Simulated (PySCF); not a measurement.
Computed shifts of a molecule C5H8O, PBE/pcSseg-1 (PySCF), GIAO, gas phase, equivalent atoms averaged, in ppm (number of nuclei): ¹³C: 202.4 (1), 145.5 (1), 124.4 (1), 63.8 (1), 27.4 (1). ¹H: 9.99 (1), 5.67 (1), 5.53 (1), 3.43 (1), 3.00 (1), 2.01 (3). References: ¹³C against TMS (σ = 182.0 ppm); ¹⁷O against H2O (σ = 334.3 ppm); ¹H against TMS (σ = 31.49 ppm), references at their B3LYP-D3(BJ)/def2-TZVP geometries, non-relativistic. The structure is a stationary point at ωB97X-D3(BJ)/def2-SVP. One conformer was computed; it need not be the lowest.

Task: Which molecule gave these data?
(A) C/C=C1\CCO1
(B) C[C@H]1C=COC1
(C) C#CCOCC
(D) C=C(C)CC=O

Result: D, C=C(C)CC=O
